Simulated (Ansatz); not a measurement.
A structure relaxed at r2SCAN-D4/def2-TZVP in Ansatz, charge 0, singlet:

```xyz
4

Sb    0.485   -0.107   -0.713
H     1.230   -0.516    0.775
H    -0.716   -1.296   -0.431
I    -0.998    1.920    0.369
```

Question: Give its formula, name or SMILES and point group.

Answer: SbH₂I. Point group Cs (tolerance 0.1 Å).

Question: Summarise the bond lengths by kind (pairs closer than 1.2 times the sum of covalent radii, bridged metal pairs left out).

Answer: 1 × I–Sb 2.74 Å; 2 × H–Sb 1.71 Å.

In the def2 sets I, Sb take a core potential; there is no spin–orbit coupling.
